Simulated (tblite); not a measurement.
C6H14Si.
Atom-mapped SMILES: `[CH3:1]/[CH:2]=[CH:3]/[C:4]([CH3:5])([CH3:6])[SiH3:7]` (hydrogens: H8, H9, H10 on C1; H11 on C2; H12 on C3; H13, H14, H15 on C5; H16, H17, H18 on C6; H19, H20, H21 on Si7)

Computed with GFN2-xTB (tblite), gas phase: L-BFGS steps from a force-field or distance-geometry start until the largest atomic force falls under 0.01 eV/Å.

Step 14: E = -590.1513 eV
```
atom  x, y, z in Å  |  force x, y, z in eV/Å
C1      3.0963    0.3934   -0.1434   -0.012   0.019   0.025
C2      1.6772    0.0269   -0.4354   -0.018   0.019   0.000
C3      0.6748    0.1863    0.4144   -0.007   0.014  -0.011
C4     -0.7706   -0.1569    0.2155    0.027  -0.014   0.041
C5     -1.1732   -1.1366    1.3252   -0.014   0.012   0.003
C6     -1.0454   -0.8178   -1.1312    0.007  -0.008  -0.010
Si7    -1.8180    1.4507    0.3727    0.038  -0.042   0.032
H8      3.1953    0.8161    0.8535   -0.005   0.007   0.015
H9      3.4555    1.1229   -0.8699   -0.001  -0.005   0.000
H10     3.7374   -0.4854   -0.2144    0.002  -0.008  -0.011
H11     1.5180   -0.3908   -1.4184   -0.041  -0.006  -0.037
H12     0.8883    0.5991    1.3939    0.027   0.009   0.021
H13    -0.5833   -2.0508    1.2522   -0.004   0.005   0.007
H14    -1.0092   -0.7034    2.3092    0.000  -0.003   0.020
H15    -2.2249   -1.4011    1.2366   -0.015  -0.014   0.025
H16    -0.7887   -0.1557   -1.9532    0.019   0.022  -0.043
H17    -2.1013   -1.0641   -1.2106   -0.047  -0.021  -0.035
H18    -0.4758   -1.7405   -1.2349    0.023  -0.007  -0.002
H19    -1.4576    2.3717   -0.7030    0.019   0.015  -0.011
H20    -1.5701    2.0665    1.6789    0.006  -0.003  -0.027
H21    -3.2336    1.0866    0.2721   -0.006   0.009  -0.003
```

Step 15: E = -590.1518 eV
```
atom  x, y, z in Å  |  force x, y, z in eV/Å
C1      3.0946    0.3936   -0.1431   -0.008   0.011   0.013
C2      1.6754    0.0274   -0.4357   -0.015   0.020  -0.010
C3      0.6737    0.1883    0.4146    0.004  -0.005   0.001
C4     -0.7714   -0.1567    0.2158    0.031  -0.020   0.036
C5     -1.1737   -1.1362    1.3264   -0.007   0.007  -0.004
C6     -1.0450   -0.8175   -1.1324    0.005  -0.003   0.007
Si7    -1.8173    1.4510    0.3727    0.044  -0.051   0.027
H8      3.1930    0.8159    0.8539   -0.004   0.006   0.015
H9      3.4547    1.1228   -0.8693   -0.002   0.000  -0.001
H10     3.7359   -0.4852   -0.2145   -0.003  -0.007  -0.007
H11     1.5141   -0.3900   -1.4189   -0.029   0.002  -0.024
H12     0.8911    0.5991    1.3947    0.003   0.005   0.004
H13    -0.5834   -2.0505    1.2527   -0.010   0.015   0.010
H14    -1.0083   -0.7028    2.3110   -0.009  -0.012  -0.006
H15    -2.2256   -1.4016    1.2376   -0.001  -0.006   0.032
H16    -0.7872   -0.1553   -1.9550    0.010   0.011  -0.020
H17    -2.1010   -1.0653   -1.2129   -0.030  -0.011  -0.032
H18    -0.4748   -1.7400   -1.2350    0.023  -0.006  -0.003
H19    -1.4545    2.3699   -0.7032    0.018   0.024  -0.018
H20    -1.5678    2.0651    1.6783    0.006   0.007  -0.014
H21    -3.2313    1.0850    0.2720   -0.026   0.012  -0.005
```

**Question.** Estimate the geometry and energy of step 16. (The exact step hangs on the optimiser's Hessian estimate; all steps are aligned on step 15, rigid shifts and turns removed.)

**Answer.** E = -590.1522 eV, largest force 0.050 eV/Å
```
atom  x, y, z in Å  |  force x, y, z in eV/Å
C1      3.0931    0.3938   -0.1427   -0.005   0.003  -0.001
C2      1.6738    0.0281   -0.4363   -0.007   0.017  -0.017
C3      0.6731    0.1896    0.4149    0.011  -0.020   0.011
C4     -0.7715   -0.1569    0.2165    0.019  -0.022   0.014
C5     -1.1742   -1.1359    1.3273    0.000  -0.001  -0.004
C6     -1.0447   -0.8173   -1.1332    0.002  -0.001   0.012
Si7    -1.8160    1.4504    0.3729    0.031  -0.039   0.006
H8      3.1911    0.8160    0.8545   -0.004   0.003   0.009
H9      3.4540    1.1227   -0.8688   -0.002   0.003   0.000
H10     3.7346   -0.4852   -0.2146   -0.010  -0.001  -0.002
H11     1.5108   -0.3894   -1.4197   -0.017   0.011  -0.007
H12     0.8932    0.5993    1.3955   -0.011   0.001  -0.010
H13    -0.5837   -2.0501    1.2532   -0.011   0.013   0.013
H14    -1.0078   -0.7027    2.3122   -0.014  -0.014  -0.018
H15    -2.2261   -1.4020    1.2389    0.006   0.001   0.032
H16    -0.7859   -0.1549   -1.9564    0.001  -0.003   0.006
H17    -2.1012   -1.0663   -1.2152   -0.002   0.001  -0.026
H18    -0.4737   -1.7397   -1.2351    0.016   0.000  -0.004
H19    -1.4517    2.3690   -0.7037    0.012   0.017  -0.008
H20    -1.5659    2.0641    1.6779    0.006   0.014  -0.003
H21    -3.2301    1.0839    0.2718   -0.024   0.016  -0.004
```

The energy changes by -0.0004 eV. The first-order estimate −F·Δx gives -0.0005 eV and the mean of the old and new forces, exact on a quadratic surface, -0.0004 eV. The step makes an angle of 62° with the force vector and moves no atom by more than 0.003 Å.

The cost below is that of the whole relaxation. Hardware: one thread of an Intel Xeon 6975P-C, no GPU, shared host with 32 logical CPUs at a one-minute load of 20. Cost: 0.47 s wall.
